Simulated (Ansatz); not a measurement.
Reaction (ligand exchange at a Cr–Cl bond): `[O]=[Cr](=[O])([Cl])[Cl]` + NH₃ → `[NH2][Cr](=[O])(=[O])[Cl]` + HCl

Program: Ansatz. Geometries: PBE0-D4/def2-TZVP. ΔE: electronic, gas phase. CCSD(T)/CBS adds triple-zeta CCSD(T) − MP2 to the extrapolated MP2 energy (def2 sets, frozen cores). This one scheme is used for every species. DFT in def2-TZVPP. B3LYP here is the variant with VWN-RPA as its local correlation; programs differ in this. HSE06 is defined as in plane-wave codes. For Cr outer-core shells are correlated without core-valence functions, which leaves a few kJ/mol of doubt a bond. Scalar relativity is left out up to krypton. Each species was taken in one conformer, which may not be the lowest.

**Question.** Is it downhill or uphill in electronic energy at CCSD(T)/CBS, and by how much? (Best estimate.)

**Answer.** Ansatz gave: Uphill: ΔE = +24.5 kJ/mol.

**Question.** What do these levels give: r2SCAN-D4, B97M-V, HSE06-D4, CAM-B3LYP-D4, ωB97M-V, BLYP, B3LYP, BHLYP, HF/def2-SVP, MP2/def2-SVP, CCSD/def2-SVP, SCS-MP2/def2-QZVPP? (An estimate is asked.)

**Answer.** The calculation gave: r2SCAN-D4 32.6, B97M-V 37.0, HSE06-D4 29.3, CAM-B3LYP-D4 21.8, ωB97M-V 25.2, BLYP 31.4, B3LYP 28.5, BHLYP 25.9, HF/def2-SVP 14.2, MP2/def2-SVP 43.4, CCSD/def2-SVP 18.8, SCS-MP2/def2-QZVPP 51.4 kJ/mol.

Largest T1 diagnostic among the species: 0.035, so the coupled-cluster value is less sure than usual.

From r2SCAN to r2SCAN0 (25 % exact exchange), in def2-TZVPP and without D4, ΔE moves by −3.2 kJ/mol. At CCSD(T), def2-SVP lies −8.6 kJ/mol from the extrapolated value and def2-TZVPP −1.1 kJ/mol.
